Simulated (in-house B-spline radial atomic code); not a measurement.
Radial electron density of Nd, [Xe] 4f4 6s2. Method: scalar-relativistic (X2C) CAM-B3LYP, spin-polarised, spherical fractional occupations, Fermi nucleus of rms radius 4.9123 fm. Calculated with a B-spline radial code for spherical atoms.

Caution: exact exchange at fractional occupations of open shells leaves self-interaction of up to several eV.

One-electron X2C: radii and densities carry no picture-change correction, so inner-shell <1/r> comes out high (for 1s by about 2 % at Z = 33, 5 % at 54, 10 % at 75, 30 % at 118) and <r> low.

Columns: r (bohr), 4πr²n(r) (electrons per bohr), bar.

```
0.000663    2.603 #
0.000833     3.68 ##
 0.00105    5.204 ##
 0.00132    7.288 ###
 0.00166    10.14 ####
 0.00208     13.9 ######
 0.00262    18.96 ########
 0.00329    25.38 ###########
 0.00414    33.42 ##############
 0.00521    42.95 ##################
 0.00655    53.47 #######################
 0.00823    64.05 ###########################
  0.0103    73.09 ###############################
   0.013    79.19 ##################################
  0.0164     80.4 ###################################
  0.0206    76.89 #################################
  0.0259    71.41 ###############################
  0.0325    69.27 ##############################
  0.0409    75.45 ################################
  0.0514    89.47 ######################################
  0.0647    102.5 ############################################
  0.0813    102.5 ############################################
   0.102     88.9 ######################################
   0.129    77.17 #################################
   0.162    82.27 ###################################
   0.203    90.87 #######################################
   0.256    77.85 #################################
   0.321    48.97 #####################
   0.404    34.36 ###############
   0.508    39.24 #################
   0.639    38.74 #################
   0.803    25.95 ###########
    1.01    14.63 ######
    1.27    10.17 ####
     1.6     7.54 ###
    2.01    4.376 ##
    2.52    1.999 #
    3.17    0.979 
    3.99    0.658 
    5.02   0.4254 
    6.31   0.1979 
    7.94  0.05825 
    9.98 0.009942 
    12.5 0.0009155 
    15.8 3.345e-05
```

On this grid the curve has 4 maxima, near 0.0164, 0.0813, 0.203, 0.508 bohr.

The 6s down radial function P(r) = rR(r), positive near the nucleus:

| r (bohr) | P |
| --- | --- |
| 0.000333 | 0.005872 |
| 0.000527 | 0.008382 |
| 0.000833 | 0.01187 |
| 0.00132 | 0.01667 |
| 0.00208 | 0.02293 |
| 0.00329 | 0.03073 |
| 0.00521 | 0.03924 |
| 0.00823 | 0.04582 |
| 0.013 | 0.04496 |
| 0.0206 | 0.02777 |
| 0.0325 | -0.01167 |
| 0.0514 | -0.05943 |
| 0.0813 | -0.06119 |
| 0.129 | 0.02999 |
| 0.203 | 0.102 |
| 0.321 | -0.03036 |
| 0.508 | -0.1459 |
| 0.803 | 0.09352 |
| 1.27 | 0.2347 |
| 2.01 | -0.1162 |
| 3.17 | -0.4939 |
| 5.02 | -0.4555 |
| 7.94 | -0.1742 |
| 12.5 | -0.02237 |
